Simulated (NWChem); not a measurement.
System: ZrCl$_{4}$; SMILES [Cl][Zr]([Cl])([Cl])[Cl]

Here is an NWChem input.

```
start job
memory heap 200 mb stack 900 mb global 1100 mb
geometry units angstroms noautoz
  Zr     0.000000     0.000000     0.000000
  Cl    -1.540434     1.106624    -1.341229
  Cl     1.540434    -1.106624    -1.341229
  Cl     1.106624     1.540434     1.341229
  Cl    -1.106624    -1.540434     1.341229
end
basis spherical
  * library def2-svp
end
ecp
  Zr library def2-ecp
end
dft
  xc n12
  iterations 150
  mulliken
end
task dft energy
```

The geometry was optimised at PBE0/def2-SVP. No frequency run checked for a minimum. def2 effective core potentials on Zr; no spin-orbit coupling.

Question: Predict the main results of this run. (N12/def2-SVP with def2 effective core potentials on Zr.) Quantities: energy (Ha); highest occupied level (eV); orbital gap (eV).

Answer: 
```json
{
 "energy (Ha)": "-1887.58",
 "highest occupied level (eV)": "-8.13",
 "orbital gap (eV)": "4.84"
}
```
